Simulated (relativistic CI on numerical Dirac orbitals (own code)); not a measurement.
## Hyperfine structure of Yb LI, mass number 171

Calculated at this level of theory: Dirac-Coulomb-Breit CI, separate exchange-only KLI orbitals for each configuration, QED by a radiative potential, unscaled Slater integrals (own radial code, finite nucleus).

CI space (outside the closed core [Ne]): 3s2.3p6.3d2, 3s2.3p5.3d3, 3s.3p6.3d3, 3s2.3p6.3d.4s, 3s2.3p6.3d.4p, 3s2.3p6.3d.4d, 3s2.3p5.3d2.4s, 3s2.3p6.3d.4f, 3s2.3p5.3d2.4p, 3s2.3p5.3d2.4d, 3p6.3d4, 3p5.3d5, 3p5.3d4.4s, 3p6.3d3.4s, 3p5.3d3.4s2. Double excitations out of closed p, d and f shells are left out; levels of such configurations are missing from the list, as are those of other unlisted configurations, and high levels can miss mixing partners. These lack a partner that the ground configuration has and come out too high: 3s2.3p5.3d2.4p, 3s2.3p5.3d2.4d.

Nuclear spin I = 1/2, μ = 0.4923 μN (tables of Stone and Pyykkö). The electronic factors are computed for point nuclear moments, without core polarisation or the Bohr-Weisskopf and QED corrections.

```
           Level   E (eV)  A (MHz)
3s2.3p6.3d2 3F_2    0.000    87610
3s2.3p6.3d2 3F_3   54.885    49920
3s2.3p6.3d2 1G_4   67.885    53050
3s2.3p6.3d2 3P_1   69.372    -4024
3s2.3p6.3d2 3F_4  117.838    35800
```

Levels with J = 0, under 50 % of one LS term, or S terms without an open s electron are left out. Small factors come from cancelling terms and can be off by tens of per cent or more.

At this charge energies of transitions that change n are usually good to better than 1 %, and those within a shell (Δn = 0) to a few per cent.

Give the hyperfine levels of 3s2.3p6.3d2 3F_2 relative to its centre of gravity.

With K = F(F + 1) − I(I + 1) − J(J + 1), E = AK/2: F = 3/2: -131400, F = 5/2: 87610 MHz.

LS names give the leading component of a level, which can be under half, so a name can repeat, a term be missing and a line seem to break the LS rules.
